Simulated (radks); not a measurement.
Values are calculated unless marked as measured or tabulated.
Radial electron density D(r) = 4 pi r^2 rho(r) of an atom or ion with 15 electrons. Level of theory: Dirac Kohn-Sham, PBE, spin-unpolarised, spherical densities, finite nucleus; Fermi nuclear charge, rms radius of each element as measured or else 0.836 A^(1/3) + 0.57 fm (a radial shooting solver on a logarithmic mesh with Libxc functionals).

r (bohr),D(r) (e/bohr)
0.001395,9.709
0.001731,13.46
0.002148,18.46
0.002666,24.96
0.003309,33.18
0.004107,43.16
0.005097,54.68
0.006326,67.07
0.007851,79.09
0.009744,88.95
0.01209,94.68
0.01501,94.94
0.01863,90.23
0.02312,83.80
0.02869,81.09
0.03561,86.67
0.0442,99.36
0.05485,109.8
0.06808,105.2
0.08449,82.14
0.1049,53.41
0.1301,37.17
0.1615,35.31
0.2005,32.47
0.2488,20.36
0.3088,7.549
0.3832,1.496
0.4756,0.1401
0.5903,0.005281

What is the nuclear charge?

Answer. Z = 69. The innermost maximum, from 1s, lies near gamma/Z bohr with gamma = sqrt(1 - (Z/c)^2) = 0.864, here 0.0125 bohr (found: 0.0136), and its height grows with Z. The density is that of the thulium ion Tm54+ in [Ne] 3s2 3p3; the configuration itself is not fixed sharply by these data, and Z only to a few units. D(r) has 3 maxima, at r = 0.0136, 0.0580, 0.167 bohr, and minima at 0.0280, 0.150 bohr, inside which lie 2.09, 10.82 electrons.
